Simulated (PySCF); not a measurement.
Ge(H)(Cl)2(Me) (CH4Cl2Ge), SMILES [CH3][GeH]([Cl])[Cl]. Heavy atoms are numbered as in [GeH:1]([CH3:2])([Cl:3])[Cl:4]. Hydrogens are named by the atom that carries them.

Geometry optimised at PBE0-D3(BJ)/def2-SVP.

All values below come from PBE/pcSseg-1 (PySCF).

GIAO shieldings, no solvent; atoms alike by connectivity are averaged. δ = σ(ref) − σ: ⁷³Ge against GeH4 (σ = 1614.4 ppm); ¹³C against TMS (σ = 182.0 ppm); ³⁵Cl against HCl (σ = 936.5 ppm); ¹H against TMS (σ = 31.49 ppm), references at their B3LYP-D3(BJ)/def2-TZVP geometries, non-relativistic (without spin–orbit terms, shifts of atoms bonded to Cl or Br come out too high).

**Question.** Estimate the chemical shifts. (An estimate is asked for; the answer gives what the named calculation found.)

**Answer.** 
```
nucleus      atoms  count  δ (ppm)
-------  ---------  -----  -------
⁷³Ge     Ge1 (GeH)      1    486.4
¹³C       C2 (CH3)      1     14.7
³⁵Cl           Cl3      2     97.5
¹H        H on Ge1      1     6.84
¹H         H on C2      3     1.33
```
